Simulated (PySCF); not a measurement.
UHF on Hg⁵³⁺ (mercury, charge +53)

Configuration: [Ar] 3d9, 2D determinant. Computed with PySCF 2.14 in an even-tempered Gaussian basis (17 s from 13 bohr⁻², ratio 2.5; 13 p from 17 bohr⁻², ratio 2.5; 7 d from 17 bohr⁻², ratio 2.5; 4 f from 69 bohr⁻², ratio 2.7; 3 g from 100 bohr⁻², ratio 2.7), with the spin-free X2C one-electron Hamiltonian (Gaussian nucleus).

```json
{"Total energy": "-17360.290133 hartree", "One-electron energy": "-19997.5221 hartree", "Hartree (Coulomb) energy": "2897.3244 hartree", "Exchange energy": "-260.0925 hartree", "⟨S²⟩": "0.7500", "⟨L²⟩": "6.001", "Sum of ⟨r⟩": "3.373 bohr", "Sum of ⟨r²⟩": "0.5880 bohr²", "Traceless quadrupole moment −½Σ⟨3z² − r²⟩ along its main axis": "-0.00821 e·bohr²"}
```

```json
{"shell": "1s α", "electrons": "1", "mean orbital energy (eV)": "-86673.7", "spread (eV)": "0", "rms radius, mean of both spins (bohr)": "0.0187"}
{"shell": "1s β", "electrons": "1", "mean orbital energy (eV)": "-86673.5", "spread (eV)": "0", "rms radius, mean of both spins (bohr)": "0.0187"}
{"shell": "2s α", "electrons": "1", "mean orbital energy (eV)": "-18003.5", "spread (eV)": "0", "rms radius, mean of both spins (bohr)": "0.0753"}
{"shell": "2s β", "electrons": "1", "mean orbital energy (eV)": "-17994.1", "spread (eV)": "0", "rms radius, mean of both spins (bohr)": "0.0753"}
{"shell": "2p α", "electrons": "3", "mean orbital energy (eV)": "-16008.7", "spread (eV)": "9.764", "rms radius, mean of both spins (bohr)": "0.0691"}
{"shell": "2p β", "electrons": "3", "mean orbital energy (eV)": "-15998.9", "spread (eV)": "2.130", "rms radius, mean of both spins (bohr)": "0.0691"}
{"shell": "3s α", "electrons": "1", "mean orbital energy (eV)": "-6459.4", "spread (eV)": "0", "rms radius, mean of both spins (bohr)": "0.188"}
{"shell": "3s β", "electrons": "1", "mean orbital energy (eV)": "-6447.5", "spread (eV)": "0", "rms radius, mean of both spins (bohr)": "0.188"}
{"shell": "3p α", "electrons": "3", "mean orbital energy (eV)": "-5866.1", "spread (eV)": "11.837", "rms radius, mean of both spins (bohr)": "0.189"}
{"shell": "3p β", "electrons": "3", "mean orbital energy (eV)": "-5851.7", "spread (eV)": "5.194", "rms radius, mean of both spins (bohr)": "0.189"}
{"shell": "3d α", "electrons": "5", "mean orbital energy (eV)": "-5249.3", "spread (eV)": "16.605", "rms radius, mean of both spins (bohr)": "0.171"}
{"shell": "3d β", "electrons": "4", "mean orbital energy (eV)": "-5240.0", "spread (eV)": "12.541", "rms radius, mean of both spins (bohr)": "0.171"}
```

Spin-orbit coupling, absent here, splits the open shell strongly.

Densities and radii are taken from the X2C orbitals without a picture-change correction, which distorts them close to the nucleus.

Spin-orbit constants ζ (cm⁻¹) from the X2C one-electron operator on these orbitals: bare nucleus, nucleus screened by l(l+1)(2l+1)/3 electrons, and screened by the Breit-Pauli mean field of the electrons.

```csv
shell,bare,screened nucleus,mean field
2p,9723000,9480000,9397000
3p,2313000,2256000,2237000
3d,363300,317900,312500
```

To first order the Landé constant is A = -312500 cm⁻¹, so the lowest level has J = 5/2 and lies 38.7 eV below the centre of the term. First order in ζ underestimates the shift of the j = l − 1/2 level at high Z.
